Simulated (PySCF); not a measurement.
**Mg: excitation energy**

Mg [Ne] 3s2 (1S) → Mg [Ne] 3s1 3p1 (3P), as a difference of total energies. Computed with PySCF 2.14 in aug-cc-pVTZ-DK, with scalar relativity by spin-free X2C-1e. Correlated levels: valence: [Ne] frozen. The calculations carry no spin-orbit coupling.

```json
{"method": "UHF", "excitation energy (eV)": "1.805", "error (eV)": "-0.909"}
{"method": "LDA", "excitation energy (eV)": "2.771", "error (eV)": "+0.057"}
{"method": "PBE", "excitation energy (eV)": "2.625", "error (eV)": "-0.089"}
{"method": "PBE0", "excitation energy (eV)": "2.534", "error (eV)": "-0.180"}
{"method": "r2SCAN", "excitation energy (eV)": "2.382", "error (eV)": "-0.332"}
{"method": "BP86", "excitation energy (eV)": "2.656", "error (eV)": "-0.058"}
{"method": "PW91", "excitation energy (eV)": "2.633", "error (eV)": "-0.081"}
{"method": "r2SCANh", "excitation energy (eV)": "2.391", "error (eV)": "-0.323"}
{"method": "BLYP", "excitation energy (eV)": "2.860", "error (eV)": "+0.146"}
{"method": "MP2 (valence)", "excitation energy (eV)": "2.387", "error (eV)": "-0.327"}
{"method": "SCS-MP2 (valence)", "excitation energy (eV)": "2.558", "error (eV)": "-0.156"}
```

Reference: 2.714 eV (measured; NIST levels, between the centres of gravity of the two terms).

Errors of the correlated levels include the incompleteness of this basis and the frozen core.
